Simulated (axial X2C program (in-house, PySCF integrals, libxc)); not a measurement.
**Gd⁺: configurations by level of theory**

Computed with an in-house all-electron X2C program for linear molecules (integrals from PySCF), basis dyall-cv3z (cores contracted in-house), spin-free (one-electron X2C) and two-component (2c, atomic mean-field Coulomb and Gaunt terms). Energies in eV from the lowest row of each column (rows without correlated energies are left out; n/a marks j-coupled starts, which PBE0 does not hold); electrons by l are Mulliken totals of the Hartree–Fock solution, and PBE0 can relax to another configuration under the same block occupation. Coupled cluster uses truncated natural virtuals with an MP2 remainder. Frozen shells in the correlated columns: 4 s, 3 p, 2 d.

The low spin-free determinants:

| electrons by l | M_S, M_L | HF | MP2 | CCSD(T) | PBE0 |
| --- | --- | --- | --- | --- | --- |
| s11 p24 d21 f7 | 9/2, 2 | 0.04 | 0.00 | 0.00 | 0.11 |
| s11 p24 d21 f7 | 9/2, 0 | 0.00 | 0.02 | 0.00 | 0.00 |
| s11 p24 d21 f7 | 9/2, 1 | 0.05 | 0.02 | 0.00 | 0.04 |
| s12 p24 d20 f7 | 7/2, 0 | 0.94 | 0.32 | 0.22 | 0.68 |

And the two-component ones:

| electrons by l | 2M_J | HF | MP2 | CCSD(T) | PBE0 |
| --- | --- | --- | --- | --- | --- |
| s11 p24 d21 f7 | 5 | 0.00 | 0.00 | 0.00 | 0.02 |
| s11 p24 d21 f7 | 7 | 0.05 | 0.07 | 0.05 | 0.00 |
| s11 p24 d21 f7 | 9 | 0.04 | 0.13 | 0.10 | 0.02 |
| s11 p24 d21 f7 | 11 | 0.13 | 0.19 | 0.16 | 0.12 |
| s11 p24 d21 f7 | 13 | 0.18 | 0.24 | 0.22 | 0.26 |
| s10.4 p24 d21.6 f7 | 3 | 0.47 | 0.44 | 0.45 | n/a |
| s11.1 p24 d20.9 f7 | 7 | 0.53 | 0.53 | 0.46 | 0.44 |

Ground level as tabulated from the NIST Atomic Spectra Database (leading term): 2S+1 = 10, L = 2, J = 5/2.

Single determinants need not be terms or J levels, so several rows can belong to one term; PBE0 has no current term and treats spin collinearly, and Hartree–Fock breaks spherical symmetry, which spreads rows that should be degenerate. The search is wide but not exhaustive and can miss a configuration; gaps between s and d configurations can be off by some tenths of an eV with this basis and core.

The run took 13 min on 1 thread of Arm Neoverse V1, with other jobs on the host.
